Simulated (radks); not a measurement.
W, configuration [Xe] 4f14 5d4 6s2 (the NIST ground configuration). Calculated with a radial shooting solver on a logarithmic mesh with Libxc functionals: scalar-relativistic Kohn-Sham, LDA (Slater exchange, Perdew-Zunger correlation), spin-polarised, spherical densities, finite nucleus; open shells are filled with parallel spins first (spin-orbit coupling, left out, can overturn this in heavy ions); Fermi nuclear charge, rms radius 5.3658 fm.

Normalised radial functions P(r) = r R(r), r in bohr:

r	5d down
0.0006781	0.0000
0.000919	0.0000
0.001256	0.0000
0.001702	0.0000
0.002325	0.0000
0.00315	0.0001
0.004304	0.0002
0.005833	0.0005
0.007969	0.0012
0.0108	0.0027
0.01464	0.0058
0.02	0.0126
0.0271	0.0257
0.03702	0.0505
0.05018	0.0899
0.06855	0.1452
0.0929	0.1970
0.1269	0.2059
0.172	0.1199
0.2331	-0.0691
0.3185	-0.2708
0.4316	-0.3032
0.5897	-0.0781
0.7991	0.2901
1.092	0.6095
1.48	0.7233
2.021	0.6448
2.74	0.4755
3.713	0.2973
5.072	0.1495
6.874	0.0582
9.391	0.0152

5d down (empty): eigenvalue -3.425 eV, 2 radial nodes at r = 0.211, 0.632 bohr, <r> = 2.16 bohr, 90 % of the charge inside 3.57 bohr.
